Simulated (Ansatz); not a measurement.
One change: `[SiH3]C[SeH]` becomes `FC([SiH3])[SeH]`.

Ansatz, PBE0-D4/def2-TZVP geometries, multiplicity 1. Each molecule was computed in one conformer, which needn't be the lowest.

Scalar relativity is left out up to krypton.

| property | `[SiH3]C[SeH]` |
| --- | --- |
| LUMO energy (ωB97M-V/def2-TZVPP) / eV | 1.47 |
| size of the dipole moment (B3LYP/def2-TZVPP) / D | 0.99 |
| HOMO–LUMO gap (PBE0/def2-TZVPP) / eV | 6.32 |
| size of the dipole moment (ωB97M-V/def2-TZVPP) / D | 0.98 |
| HOMO energy (PBE0/def2-TZVPP) / eV | -6.60 |
| HOMO energy (PBE/def2-TZVPP) / eV | -5.46 |

Problem. What does the change do to each property? (Best estimate.)

Solution. Computed: 
```
                                          property  `FC([SiH3])[SeH]`  shift
             LUMO energy (ωB97M-V/def2-TZVPP) / eV               1.34  -0.13
  size of the dipole moment (B3LYP/def2-TZVPP) / D               1.35   0.36
              HOMO–LUMO gap (PBE0/def2-TZVPP) / eV               6.71   0.39
size of the dipole moment (ωB97M-V/def2-TZVPP) / D               1.37   0.39
                HOMO energy (PBE0/def2-TZVPP) / eV              -7.17  -0.57
                 HOMO energy (PBE/def2-TZVPP) / eV              -6.01  -0.55
```

With PBE0 the HOMO falls by 0.57 eV and the LUMO falls by 0.18 eV, so the gap widens by about 0.39 eV. PBE moves the HOMO by -0.55 eV and ωB97M-V by -0.56 eV. Dipoles are sizes alone; their direction can turn.

B3LYP here is the variant with VWN-RPA as its local correlation; programs differ in this.

Spin–orbit coupling is left out; it splits and shifts lone-pair levels of the heavy atoms by tenths of an eV.
